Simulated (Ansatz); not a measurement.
`O[CH2][ZnH]` + `[SH][GaH2]` → `[ZnH][S][GaH2]` + CH₃OH at 500 K and 1 bar (ligand exchange at a Zn–C bond).

Computed with Ansatz on PBE0-D4/def2-TZVP structures; ΔE is electronic, products minus reactants. CCSD(T)/CBS is the MP2 limit (def2-TZVPP, def2-QZVPP) plus CCSD(T) − MP2 in def2-TZVPP, frozen cores. This one scheme is used for every species. For Ga, Zn outer-core shells are correlated without core-valence functions, which leaves a few kJ/mol of doubt a bond. Scalar relativity is left out up to krypton. Each species was taken in one conformer, which may not be the lowest.

| species | CCSD(T)/CBS energy (Eh) | H − E (kJ/mol) | S (J/(mol·K)) |
| --- | --- | --- | --- |
| `O[CH2][ZnH]` | -1893.96502 | 155.5 | 338.3 |
| `[SH][GaH2]` | -2323.53734 | 87.2 | 313.7 |
| `[ZnH][S][GaH2]` | -4101.94463 | 94.7 | 385.7 |
| CH₃OH | -115.61712 | 157.0 | 265.4 |

H − E and S are ideal-gas, rigid-rotor, harmonic terms from PBE0-D4/def2-TZVP, for one conformer and one mirror image of each species. 1 Eh = 2625.50 kJ/mol, R = 8.31446 J/(mol·K).

Question: By hand: ΔE, ΔH, ΔS and ΔG.

Answer: ΔE = (-4101.94463) + (-115.61712) − (-1893.96502) − (-2323.53734) = -0.05939 Eh = -155.9 kJ/mol. Δ(H − E) = 94.7 + 157.0 − 155.5 − 87.2 = 9.0, so ΔH = -146.9 kJ/mol. ΔS = 385.7 + 265.4 − 338.3 − 313.7 = -0.9 J/(mol·K). ΔG = -146.9 − 500 × (-0.9)/1000 = -146.5 kJ/mol.

Question: By hand: the equilibrium constant, and the temperature at which ΔG would vanish if ΔH and ΔS stayed fixed.

Answer: log₁₀ K = −ΔG/(RT ln 10) = 15.3. ΔG = 0 at ΔH/ΔS = 163222 K, far beyond where these terms or the molecules hold.

The number of gas molecules stays the same, so ΔS is small and ΔH decides. A doubt of 5 kJ/mol in ΔE shifts log₁₀ K by 0.5 here. Other conformers and mirror images would add mixing entropy, several J/(mol·K) or more a flexible species. These are equilibria of isolated gas molecules and say nothing of rates. Largest T1 diagnostic: 0.015 (customary marks: 0.02 for closed shells, 0.045 for open ones).
